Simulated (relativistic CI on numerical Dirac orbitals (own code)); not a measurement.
Slater and spin-orbit integrals, Tm LXVI

Method of calculation: Dirac-Coulomb-Breit CI, orbitals from a KLI potential per configuration, model QED, unscaled Slater integrals (own radial code, finite nucleus).

Slater integrals F^k, G^k are unscaled and averaged over j, outside the closed core 1s2; ζ comes from projecting the Hamiltonian with its Breit term on Σ l·s of the shell.

- 2s2p: G^1(2s,2p) = 1.4179e+06, ζ(2p) = 5.8187e+06 cm⁻¹; <r>(2s) = 0.08046, <r^2>(2s) = 0.007675, <r>(2p) = 0.07069, <r^2>(2p) = 0.006077 (bohr units).
- 2p²: F^2(2p,2p) = 1.3323e+06, ζ(2p) = 5.8034e+06 cm⁻¹; <r>(2p) = 0.07076, <r^2>(2p) = 0.006088 (bohr units).
- 2p3s: ζ(2p) = 5.8748e+06, G^1(2p,3s) = 146570 cm⁻¹; <r>(2p) = 0.07051, <r^2>(2p) = 0.006047, <r>(3s) = 0.1873, <r^2>(3s) = 0.04009 (bohr units).

Averages of the first 10 configurations, taken without configuration mixing, which lowers the lowest level and can move excited configurations by several eV; other configurations of the list can lie among them:

```
Configuration  Parity  States  Average energy above the lowest level (eV)
          2s²    even       1                                        10.7
         2s2p     odd      12                                       901.0
          2p²    even      15                                      1849.7
         2p3s     odd      12                                     10275.8
         2p3p    even      36                                     10547.6
         2s3s    even       4                                      9363.0
         2s3p     odd      12                                      9640.3
         2s3d    even      20                                      9834.3
         2s4s    even       4                                     12560.9
         2s4p     odd      12                                     12675.9
```
